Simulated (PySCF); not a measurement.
Job file and geometry (Å, from GFN2-xTB) of an NMR shielding run on `C#CC(=O)[C@H]([SiH3])CF`, C$_{5}$H$_{7}$FOSi, GIAO PBE0/pcSseg-1 NMR shielding, non-relativistic, gas phase in PySCF; density fitting, a coarse starting grid and PySCF grid level 2 are the driver's defaults:

```
$ OMP_NUM_THREADS=1 python probes_run.py task.json out

{"job": {"kind": "nmr", "xc": "PBE0", "basis": "pcSseg-1"}, "charge": 0, "multiplicity": 1}
C      3.179335    -0.406001     0.243967
C      2.004472    -0.653551     0.231263
C      0.607692    -1.009831     0.200722
O      0.187388    -2.032530     0.695816
C     -0.245189     0.021941    -0.455626
Si    -0.662730     1.361000     0.880190
C     -1.533752    -0.588738    -0.974478
F     -2.473914     0.389897    -1.208017
H      4.203938    -0.172767     0.253643
H      0.310367     0.509178    -1.259519
H     -1.534583     0.737875     1.870623
H     -1.307400     2.466922     0.182660
H      0.609972     1.773664     1.472604
H     -1.390153    -1.118119    -1.922971
H     -1.959856    -1.270952    -0.232788
```

Q: Write the output of this run.

A: 
```
coarse grid: 13568 points
cycle   1  E = -658.4090733056  dE =  1.088e+00  |g| = 8.922e-01  |ddm| = 3.655e+00
cycle   2  E = -657.9545496336  dE =  4.545e-01  |g| = 1.772e+00  |ddm| = 3.346e+00
cycle   3  E = -658.5491694652  dE = -5.946e-01  |g| = 2.436e-01  |ddm| = 2.577e+00
cycle   4  E = -658.5609829871  dE = -1.181e-02  |g| = 8.257e-02  |ddm| = 3.006e-01
cycle   5  E = -658.5620681970  dE = -1.085e-03  |g| = 2.286e-02  |ddm| = 8.172e-02
cycle   6  E = -658.5621629902  dE = -9.479e-05  |g| = 5.706e-03  |ddm| = 2.869e-02
cycle   7  E = -658.5621685681  dE = -5.578e-06  |g| = 1.757e-03  |ddm| = 5.307e-03
final grid: 128384 points
cycle   8  E = -658.6271359053  dE = -1.057e-05  |g| = 1.337e-02  |ddm| = 4.729e-02
cycle   9  E = -658.6270275235  dE =  1.084e-04  |g| = 2.733e-02  |ddm| = 4.123e-02
cycle  10  E = -658.6271702686  dE = -1.427e-04  |g| = 2.064e-03  |ddm| = 2.829e-02
cycle  11  E = -658.6271711251  dE = -8.565e-07  |g| = 3.581e-04  |ddm| = 1.826e-03
cycle  12  E = -658.6271711421  dE = -1.698e-08  |g| = 1.804e-04  |ddm| = 5.162e-04
cycle  13  E = -658.6271711475  dE = -5.432e-09  |g| = 8.219e-05  |ddm| = 1.746e-04
cycle  14  E = -658.6271711491  dE = -1.594e-09  |g| = 1.993e-05  |ddm| = 6.881e-05
cycle  15  E = -658.6271711492  dE = -8.868e-11  |g| = 4.358e-06  |ddm| = 2.393e-05
converged SCF energy = -658.6271711492

GIAO shielding tensors (ppm)
atom      isotropic    diamagn.    paramagn.     s11        s22        s33       span
  0 C      100.266     258.427    -158.161     38.994     50.735    211.069    172.076
  1 C      101.440     259.656    -158.216     -4.235     13.987    294.567    298.803
  2 C       -1.543     244.965    -246.508   -106.450      2.696     99.125    205.575
  3 O     -331.355     397.962    -729.318   -932.136   -452.464    390.533   1322.669
  4 C      134.119     256.432    -122.313     94.403    130.807    177.146     82.743
  5 Si     410.630     879.623    -468.993    374.009    409.403    448.477     74.469
  6 C      102.156     241.374    -139.218     66.230     81.090    159.150     92.920
  7 F      427.929     472.614     -44.685    378.144    425.586    480.056    101.912
  8 H       28.983      33.764      -4.781     24.901     25.318     36.729     11.829
  9 H       28.240      32.214      -3.974     24.471     29.187     31.063      6.592
 10 H       27.823      29.007      -1.185     24.647     26.004     32.817      8.170
 11 H       27.442      28.943      -1.501     24.089     25.944     32.292      8.202
 12 H       27.513      28.958      -1.445     24.072     26.866     31.601      7.529
 13 H       26.594      28.101      -1.507     22.409     27.439     29.932      7.523
 14 H       26.304      29.158      -2.854     21.721     26.871     30.321      8.601
```

Q: Turn these shieldings into chemical shifts. References, each an isolated molecule treated in the same way: ¹³C (186.93 ppm), ²⁹Si (349.16 ppm), ¹H (31.72 ppm) vs TMS; ¹⁷O (336.08 ppm) against H2O; CFCl3 for ¹⁹F (170.95 ppm).

A: Averaging equivalent atoms: C 2: 188.5; C 0: 86.7; C 1: 85.5; C 6: 84.8; C 4: 52.8; O 3: 667.4; Si 5: -61.5; F 7: -257.0; H 14: 5.41; H 13: 5.12; H 10/11/12: 4.12; H 9: 3.48; H 8: 2.73 ppm. Unscaled 19F shifts against computed CFCl3 carry errors that often reach 10 to 50 ppm. Unscaled 17O shifts of doubly bonded oxygen tend to come out too high, by tens of ppm or more. Experimental scales use liquid or dissolved standards, which lie at an offset from isolated H2O (liquid H2O: subtract about 36 ppm).

Size and cost of the density-fitted run: 178 basis functions, 52 s wall time on 1 thread of an Arm Neoverse N1, shared host.
